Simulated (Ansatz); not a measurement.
Job for Ansatz (an electronic-structure program): U-CCSD(T)/cc-pVDZ on H2OSe (SMILES O[SeH]), a point of a bond scan (R = 1.333 Å). The run froze 15 orbitals, filled d shells among them.

Ansatz 0.2 input:
```yaml
crystal:
  periodic: [false, false, false]
  atoms:
    - {symbol: Se, position_ang: [-0.24233438, -0.06337558, 0.28131573]}
    - {symbol: H, position_ang: [-1.21957553, -0.35500753, -0.57775527]}
    - {symbol: O, position_ang: [1.06518061, 0.17874174, -0.96080393]}
    - {symbol: H, position_ang: [1.04608213, 1.11224671, -1.20509589]}
basis:
  gaussian:
    orbitals: cc-pVDZ
correlation: {method: ccsd_t, electrons: outside_noble_gas}
scf: {omitted_lower_state_checks: [cluster_reference]}
magnetization: {spin_polarized: true, initial_magnetization: 0}
```

The log:

```
WARN ansatz: RAYON_NUM_THREADS=1 ignored (pool sized by the plan → 1); use --threads N
Functional definition: HF
these checks for a lower state are left out or cut short: cluster_reference
integrals: 0.03 GiB planned
542 factors; integrals over basis functions are off by at most 1.3e-3 eV
mean field: 0.14 GiB planned
mean field evaluation 1: about -67368.4194 eV, gradient 1.8e1 eV
mean field evaluation 2: about -67368.4216 eV, gradient 1.8e1 eV
mean field evaluation 4: about -67369.8003 eV, gradient 1.6e0 eV
mean field evaluation 8: about -67369.8152 eV, gradient 7.3e-4 eV
mean field -67369.81515388 eV, -2475.7950420041 hartree, gradient 1.5e-6 eV, S^2 0.000000; 0 other end points of the search recorded, 0 dependent functions left out
15 core orbitals not correlated
reference -67369.81515388 eV, -2475.7950420041 hartree; 7, 7 occupied and 29, 29 virtual orbitals, 542 factors
second order -8.42824527 eV of doubles, -0.00000000 eV of singles
coupled cluster: 0.10 GiB planned
cycle   1  -8.71164368 eV  change   -2.8e-1 eV  update   6.7e-2
cycle   2  -8.94553257 eV  change   -2.3e-1 eV  update   2.1e-2
cycle   3  -9.00031923 eV  change   -5.5e-2 eV  update   1.0e-2
cycle   4  -8.99924280 eV  change    1.1e-3 eV  update   2.6e-3
cycle   5  -8.99933537 eV  change   -9.3e-5 eV  update   1.4e-3
cycle   6  -8.99919368 eV  change    1.4e-4 eV  update   5.2e-4
cycle   7  -8.99909273 eV  change    1.0e-4 eV  update   2.1e-4
cycle   8  -8.99913028 eV  change   -3.8e-5 eV  update   9.8e-5
cycle   9  -8.99913232 eV  change   -2.0e-6 eV  update   4.0e-5
cycle  10  -8.99912378 eV  change    8.5e-6 eV  update   1.5e-5
perturbative correction -0.20611506 eV, -0.0075745886 hartree
Total energy: -67379.02039272 eV, -2476.1333282920 hartree
Checks for a lower state left out: cluster_reference
```

The calculation finished and met its thresholds.

Cost: very roughly 1.2 core-seconds.
